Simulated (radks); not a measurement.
The numbers below are computed, except where a source is named.
Question: These are the eigenvalues of the occupied orbitals of an atom or ion with whole-number occupations (Ry). Code: a radial shooting solver on a logarithmic mesh with Libxc functionals. Model: non-relativistic Kohn-Sham, LDA (Slater exchange, Perdew-Zunger correlation), spin-polarised, spherical densities, point nucleus.

| orbital | eigenvalue |
|---|---|
| 1s up | -228.6490 |
| 1s down | -228.6321 |
| 2s up | -22.61354 |
| 2s down | -22.59596 |
| 2p up | -17.91725 |
| 2p down | -17.89541 |
| 3s up | -2.70772 |
| 3s down | -2.63576 |
| 3p up | -1.66368 |
| 3p down | -1.59754 |

Which element is it, and in what charge state? The configuration may be excited. Open shells, if any, are filled with parallel spins first.

Answer: Z = 18, argon, charge +1: Ar+ in [Ne] 3s2 3p5. The list shows which subshells hold electrons but not how many an open one holds; the 1s level, -114.32 hartree, gives Z - s = 15.1 by -(Z - s)^2/2, which with screening narrows Z to a few neighbours, and the depths of the outer levels then fix element, charge and occupations together.
